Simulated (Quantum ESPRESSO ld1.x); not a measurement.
Values are calculated unless marked as measured or tabulated.
Question: Species: Sm. Configuration: [Xe] 4f6 6s2. Code: ld1.x of Quantum ESPRESSO 7.5. Model: scalar-relativistic Kohn-Sham, exchange-only PBE, spin-unpolarised, spherical densities, point nucleus. Some entries of the table are withheld. Estimate them.

orbital,occ.,eigenvalue (hartree),<1/r> (bohr^-1),<r^2> (bohr^2)
1s,2,-1715.49,(1),0.0007047
2s,2,-280.298,15.93,0.01111
2p,6,-250.022,14.95,0.008917
3s,2,-61.3773,5.829,(2)
3p,6,-51.9152,5.494,0.07436
3d,10,-39.1107,5.214,0.06275
4s,2,-12.1628,2.447,0.3785
4p,6,-9.05390,(3),0.4277
4d,10,-4.69456,1.975,0.5222
5s,2,-1.55334,0.9381,2.241
5p,6,-0.81792,0.7840,3.165
6s,2,-0.11039,0.2844,22.59
4f,6,-0.05415,1.350,1.523

Answer: 
(1) 1s <1/r> (bohr^-1): 68.83
(2) 3s <r^2> (bohr^2): 0.07426
(3) 4p <1/r> (bohr^-1): 2.252
